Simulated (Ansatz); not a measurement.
Relaxation of CH$_{8}$O$_{2}$SSi (13 atoms, charge 0, multiplicity 1), to a largest force component of 0.03 eV/Å in at most 50 steps.

Theory: RKS PBE0/def2-SVP (Ansatz).

```xyz
13
Properties=species:S:1:pos:R:3:forces:R:3
Si -0.651 1.185 0.195 0.64 1.13 0.03
S 2.048 -0.559 -1.161 0.64 -0.25 -0.38
O -0.912 -0.389 -0.278 0.03 0.04 0.04
C -0.810 -1.502 0.572 -0.02 -0.07 0.05
H -1.587 1.997 -0.614 -0.01 0.00 0.01
H -0.919 1.193 1.666 0.01 0.01 0.00
H 1.992 0.723 -1.593 0.03 -0.19 0.00
O 0.846 1.981 -0.087 -1.27 -0.69 0.31
H 0.762 -0.773 -1.506 0.00 0.02 0.01
H -0.755 -1.210 1.637 -0.02 -0.01 -0.03
H -1.694 -2.147 0.438 0.03 0.02 -0.02
H 0.092 -2.093 0.338 0.00 0.01 0.00
H 1.587 1.592 0.394 -0.08 -0.01 -0.03
```

Question: Where does it end, and by what steps?

Answer: The forces met the threshold. The force dipped under the threshold on the way, but the program's further checks kept it going. After 32 steps the energy has fallen by 0.394 eV; H9 moved furthest, 1.18 Å.

```tsv
step	energy less start (eV)	largest force component (eV/Å)	accepted
0	0.0000	1.273	yes
2	-0.2366	0.584	yes
4	-0.2798	0.549	yes
6	-0.3072	0.329	yes
8	-0.3285	0.119	yes
10	-0.3346	0.077	yes
12	-0.3360	0.535	no
14	-0.3475	0.099	yes
16	-0.3517	0.052	yes
18	-0.3620	0.112	yes
20	-0.3716	0.181	yes
22	-0.3882	0.077	yes
24	-0.3799	0.336	no
26	-0.3914	0.083	yes
28	-0.3931	0.084	yes
30	-0.3941	0.020	yes
32	-0.3945	0.024	yes
```

```xyz
13
Properties=species:S:1:pos:R:3
Si -0.672 1.163 0.403
S 2.813 -0.039 -0.986
O -0.425 -0.434 -0.050
C -1.097 -1.514 0.542
H -2.056 1.599 0.071
H -0.450 1.237 1.882
H 2.485 0.152 -2.281
O 0.359 2.101 -0.467
H 1.601 -0.582 -0.703
H -0.998 -1.515 1.644
H -2.175 -1.511 0.294
H -0.666 -2.453 0.162
H 1.281 1.796 -0.511
```

Run time: 2.1 min on 2 threads of Arm Neoverse V1 (shared host), peak memory 0.28 GiB.
